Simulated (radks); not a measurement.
Spherical quantum dot in the effective-mass picture: electrons in a hard-walled sphere of radius 1.34, all in effective atomic units (hartree* = m*/eps^2 hartree, bohr* = eps/m* bohr), one dielectric constant everywhere. Calculated with a radial shooting solver with Libxc functionals: non-relativistic Kohn-Sham, PBEsol, spin-polarised, spherical densities. Levels are named by radial order and angular momentum (1s, 1p, 1d, 2s, ...), and open shells are averaged over m. Results are scaled to m* = 0.04 and eps = 5.3, for which hartree* = 38.75 meV and bohr* = 7.012 nm.

N = 15, configuration 1s2 1p6 1d(up 5, down 2). This is the lowest configuration that the search found. Occupied and some empty levels:

level    occupation  eigenvalue (meV)  <r> (nm)
1s up             1            700.53     5.354
1s down           1            705.58     5.333
1p up             3            784.97     5.955
1p down           3            790.79     5.947
1d up             5            906.57     6.346
1d down           2            912.75     6.343
2s up             0            1023.5     4.470
2s down           0            1026.5     4.476
1f up             0            1060.7     6.632
1f down           0            1067.1     6.631
2p up             0            1232.0     4.991
2p down           0            1235.8     4.989

Energy (meV): total 8102.92, kinetic 4141.0, external 0, Hartree 4580.1, exchange-correlation -618.09.

Electron density:

r (nm)  n(r) (e/nm^3)
0.483        0.001817
1.19         0.002173
1.89         0.002879
2.59         0.003968
3.29         0.005396
4.00         0.006969
4.70         0.008333
5.40         0.009012
6.11         0.008588
6.81         0.006929
7.51         0.004415
8.22         0.001876
8.92        0.0003034
